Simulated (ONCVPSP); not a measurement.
Reading a pseudo-wave (carbon)

Columns: radius, all-electron u(r) and pseudo u(r) of the 2p shell (level -5.42 eV) of carbon in the configuration [He] 2s2 2p2; LDA (Perdew-Wang 92), scalar-relativistic, ONCV scheme, ONCVPSP 4.0.1.

| r (bohr) | all-electron | pseudo |
| --- | --- | --- |
| 0.075 | 0.0288 | 0.0118 |
| 0.150 | 0.0937 | 0.0468 |
| 0.225 | 0.1738 | 0.1033 |
| 0.300 | 0.2573 | 0.1771 |
| 0.375 | 0.3375 | 0.2615 |
| 0.450 | 0.4110 | 0.3490 |
| 0.525 | 0.4760 | 0.4338 |
| 0.600 | 0.5321 | 0.5122 |
| 0.675 | 0.5792 | 0.5814 |
| 0.750 | 0.6178 | 0.6388 |
| 0.825 | 0.6484 | 0.6813 |
| 0.900 | 0.6717 | 0.7073 |
| 0.975 | 0.6885 | 0.7184 |
| 1.050 | 0.6994 | 0.7194 |
| 1.125 | 0.7053 | 0.7156 |
| 1.200 | 0.7068 | 0.7107 |
| 1.275 | 0.7045 | 0.7055 |
| 1.350 | 0.6991 | 0.6992 |
| 1.425 | 0.6911 | 0.6911 |
| 1.500 | 0.6808 | 0.6808 |
| 1.575 | 0.6687 | 0.6687 |
| 1.650 | 0.6552 | 0.6552 |
| 1.725 | 0.6405 | 0.6405 |
| 1.800 | 0.6249 | 0.6249 |
| 1.875 | 0.6086 | 0.6086 |
| 1.950 | 0.5919 | 0.5918 |

Q: How many radial nodes do the two functions have?

A: The all-electron 2p function has n − l − 1 = 0; the pseudo-wave has 0.

Q: At about which radius was the pseudo-wave matched?

A: 1.50 bohr. The columns agree to 0.0005 from 1.35 bohr on; several derivatives are matched, so the curves merge somewhat inside the radius.

Q: Where does each function peak?

A: Outermost all-electron maximum near 1.20 bohr, pseudo maximum near 1.05 bohr (to the table’s step).

Q: Is the pseudo-wave norm-conserving?

A: Yes: the ONCV scheme keeps the norm inside the radius equal to the all-electron one, which fixes the energy derivative of the logarithmic derivative at the level.
